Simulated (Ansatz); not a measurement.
Isolated molecules relaxed with PBE0-D4/def2-TZVP in Ansatz; ΔE leaves out vibrations. CCSD(T)/CBS adds triple-zeta CCSD(T) − MP2 to the extrapolated MP2 energy (def2 sets, frozen cores). This one scheme is used for every species, atoms too. Functionals use def2-TZVPP. B3LYP here is the variant with VWN-RPA as its local correlation; programs differ in this. Open shells (•) are unrestricted, without spin–orbit coupling. Spin–orbit coupling would lower the free atoms: a little for C, O, Si. Each species was taken in one conformer, which may not be the lowest.

Consider the atomization: `C[Si](N)(O)[SiH3]` → C• + 9 H• + N• + O• + 2 Si•.

```
             level  ΔE (kcal/mol)  difference from CCSD(T)/CBS
         r2SCAN-D4         1174.7                         -4.6
          B3LYP-D4         1176.9                         -2.4
           ωB97X-V         1182.6                          3.3
           ωB97M-V         1179.6                          0.3
            B2PLYP         1161.9                        -17.4
               PBE         1175.9                         -3.4
              PBE0         1162.1                        -17.2
             B3LYP         1165.1                        -14.2
     HF/def2-TZVPP          858.0                       -321.3
    MP2/def2-TZVPP         1153.4                        -25.9
   CCSD/def2-TZVPP         1131.8                        -47.5
CCSD(T)/def2-TZVPP         1145.8                        -33.5
     HF/def2-QZVPP          860.3                       -319.0
SCS-MP2/def2-QZVPP         1180.4                          1.1
     MP2/CBS(def2)         1187.0                          7.7
    CCSD/CBS(def2)         1165.3                        -14.0
       CCSD(T)/CBS         1179.3                            0
```

Largest T1 diagnostic among the species: 0.012.

From PBE to PBE0 (25 % exact exchange), in def2-TZVPP and without D4, ΔE moves by −13.8 kcal/mol: exact exchange takes away binding that semilocal exchange gives to molecules. In def2-TZVPP, CCSD(T) changes the Hartree–Fock value by +287.8 kcal/mol (the triples alone add +14.0 kcal/mol) and MP2 by +295.4 kcal/mol; breaking electron pairs costs correlation energy, which Hartree–Fock lacks.

For atomizations the MP2-based limit and the directly extrapolated one differ by several kJ/mol either way, and by 10 to 25 for some Ge, Se and Sn compounds, so smaller differences from it don't rank the levels.
